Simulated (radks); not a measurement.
Values are calculated unless marked as measured or tabulated.
How relativity changes the ionisation of neutral rubidium ([Kr] 5s1) to Rb+ ([Kr]). Spin-unpolarised spherical Kohn-Sham, BLYP, point nucleus unless stated (finite: rms radius 4.2036 fm), a radial shooting solver on a logarithmic mesh with Libxc functionals. A level marked "c x" has the speed of light scaled by that factor.

| level | E(Rb) (hartree) | E(Rb+) (hartree) | IE (eV) | HOMO | <r> HOMO (bohr) |
|---|---|---|---|---|---|
| non-rel. | -2940.17029 | -2940.01892 | 4.119 | 5s | 5.247 |
| scalar-rel. | -2981.66247 | -2981.50836 | 4.194 | 5s | 5.165 |
| scalar-rel., finite nucleus | -2981.63502 | -2981.48091 | 4.193 | 5s | 5.165 |
| Dirac | -2981.91906 | -2981.76496 | 4.193 | 5s1/2 | 5.166 |
| Dirac, finite nucleus | -2981.89158 | -2981.73748 | 4.193 | 5s1/2 | 5.166 |
| Dirac, c x 1.5 | -2958.35401 | -2958.20146 | 4.151 | 5s1/2 | 5.211 |
| Dirac, c x 5 | -2941.78357 | -2941.63209 | 4.122 | 5s1/2 | 5.244 |
| Dirac, c x 10 | -2940.57319 | -2940.42179 | 4.120 | 5s1/2 | 5.246 |

NIST Atomic Spectra Database: 4.177 eV (measured). The relativistic part of the total energy of Rb is -41.72 hartree (Dirac, finite nucleus), 1.4 % of the non-relativistic value. Spin polarisation and multiplet splitting of open shells are left out at every level.

Beside tabulated values, note that relativity, absent from the non-relativistic runs, is large for the heavy elements, and spin-unpolarised runs miss the spin-polarisation part of the exchange energy of open shells.
